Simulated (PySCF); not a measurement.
Bonds (- single, = double, # triple, : aromatic): F1-C2 1.352 Å, C2=C3 1.323 Å, C3-C4 1.492 Å, C4-C5 1.494 Å, C5=C6 1.325 Å, C6-C7 1.487 Å, C7-Cl8 1.838 Å, C7-C2 1.484 Å. C3 carries H9; C4 carries H10, H11; C5 carries H12; C6 carries H13; C7 carries H14. Stereochemistry as in FC1=CCC=C[C@H]1Cl. H10 is cis to Cl8 on the ring; H11 is trans to Cl8 on the ring.

[PySCF 2.14: geometry from GFN2-xTB; shielding tensors at PBE0/pcSseg-1 (GIAO); gas phase; non-relativistic; one computed conformer]

Question: List the cross peaks expected in HSQC, COSY and HMBC spectra.

Answer: 

HSQC (one-bond C–H):
| δH | δC |
| --- | --- |
| 6.34 (H12) | 139.6 (C5) |
| 6.34 (H13) | 134.0 (C6) |
| 5.87 (H9) | 115.1 (C3) |
| 5.10 (H14) | 57.4 (C7) |
| 3.26 (H10) | 31.8 (C4) |
| 2.94 (H11) | 31.8 (C4) |

COSY cross peaks (H two or three bonds apart, from the bond graph; peaks can be absent where the dihedral angle is near 90°):
| δH | δH |
| --- | --- |
| 6.34 (H12) | 6.34 (H13) |
| 6.34 (H12) | 3.26 (H10) |
| 6.34 (H12) | 2.94 (H11) |
| 6.34 (H13) | 5.10 (H14) |
| 5.87 (H9) | 3.26 (H10) |
| 5.87 (H9) | 2.94 (H11) |
| 3.26 (H10) | 2.94 (H11) |

HMBC (two and three bonds, from the bond graph; two-bond peaks within aromatic rings are usually weak or absent):
| δH | δC |
| --- | --- |
| 6.34 (H12) | 134.0 (C6), 115.1 (C3), 57.4 (C7), 31.8 (C4) |
| 6.34 (H13) | 168.5 (C2), 139.6 (C5), 57.4 (C7), 31.8 (C4) |
| 5.87 (H9) | 168.5 (C2), 139.6 (C5), 57.4 (C7), 31.8 (C4) |
| 5.10 (H14) | 168.5 (C2), 139.6 (C5), 134.0 (C6), 115.1 (C3) |
| 3.26 (H10) | 168.5 (C2), 139.6 (C5), 134.0 (C6), 115.1 (C3) |
| 2.94 (H11) | 168.5 (C2), 139.6 (C5), 134.0 (C6), 115.1 (C3) |

δ = σ(ref) − σ, references computed at the same level: TMS for 1H, 13C.

Carbons that carry Cl, above all several Cl atoms, come out too deshielded, partly because spin–orbit coupling is missing. Shifts are as computed. Against solution values, carbons near 30 ppm lie about +3 ppm off and those near 130 ppm about +5 ppm; carbons on Cl a further +6 ppm (rms about the fit 2.1 ppm; single classes can miss by 10 ppm). Of 1328 compounds with measured shifts, 309 miss one by over three times the rms of a fit or turn the order of signals round; such compounds aren't used in these exercises. Signals without a measured value on file couldn't be tested in this way; 1H shifts scatter by 0.2 ppm about their fit, and single ones miss by 0.5 ppm.
